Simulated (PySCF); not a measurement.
PySCF input:

```python
from pyscf import gto, scf, dft

mol = gto.M(
    atom='''
    Cl   -0.00000000   -0.00000000   -1.45740920
    Br    0.00000000    0.00000000    0.70788447
    ''',
    basis='def2-tzvpd',
    charge=0,
    spin=0,
    verbose=4,
)

mf = dft.RKS(mol, xc='bp86').density_fit(auxbasis='def2-universal-jkfit')
mf.grids.level = 3
mf.conv_tol = 1e-9
mf.max_cycle = 100
mf.max_memory = 1500
mf.kernel()
if not mf.converged:
    mf = mf.newton()
    mf.kernel(mf.make_rdm1())
mf.analyze()
```

### Question
Predict the final energy.

### Answer
-3034.67055 Eh (BP86/def2-TZVPD).
